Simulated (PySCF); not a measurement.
Level of theory: PySCF, B3LYP, basis Si def2-SVP, Cl def2-SVP (no relativity, density fitting). Open shells, if any, are unrestricted.

Question: What shape and geometry does isolated singlet SiCl₄ take (every ligand bound to Si)?

Answer: Counting electrons, silicon keeps none of its valence electrons outside its bonds, so the VSEPR class is AX4 and the expected shape is tetrahedral (Td), as computed. The lowest minimum found is a singlet of Td symmetry with Si–Cl 2.049 Å (×4); Cl–Si–Cl 109.5° (×6). Its harmonic wavenumbers are 144 (e), 215 (t2), 411 (a1), 621 (t2) cm⁻¹ and its dipole moment is 0.00 D.
